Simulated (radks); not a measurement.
Results of a calculation; reference values are marked as such.
Ionisation of As, [Ar] 3d10 4s2 4p3, to As+, [Ar] 3d10 4s2 4p2, under several functionals. Scalar-relativistic Kohn-Sham, spin-polarised, spherical densities, finite nucleus; open shells are filled with parallel spins first; a radial shooting solver on a logarithmic mesh with Libxc functionals.

| functional | E(As) (hartree) | Exc (hartree) | IE (eV) | -e(HOMO) (eV) | <r> HOMO (bohr) | IE error (eV) |
|---|---|---|---|---|---|---|
| revPBE | -2261.02135 | -83.85856 | 9.879 | 5.899 | 2.508 | +0.091 |
| PBE | -2260.85402 | -83.68573 | 9.900 | 5.920 | 2.511 | +0.111 |
| PBEsol | -2259.25403 | -82.05965 | 9.896 | 5.909 | 2.505 | +0.108 |
| BLYP | -2261.25531 | -84.08543 | 9.602 | 5.600 | 2.518 | -0.186 |
| TASK exchange with Perdew-Wang LDA correlation | -2260.57035 | -83.34851 | 10.562 | 6.591 | 2.448 | +0.774 |

NIST Atomic Spectra Database: 9.789 eV (measured). Closest: revPBE. The Delta-SCF values span 0.96 eV, the total energies 2.00 hartree. The highest occupied level is 4p. Open shells are spherical and high-spin; term and fine-structure splittings are not resolved.
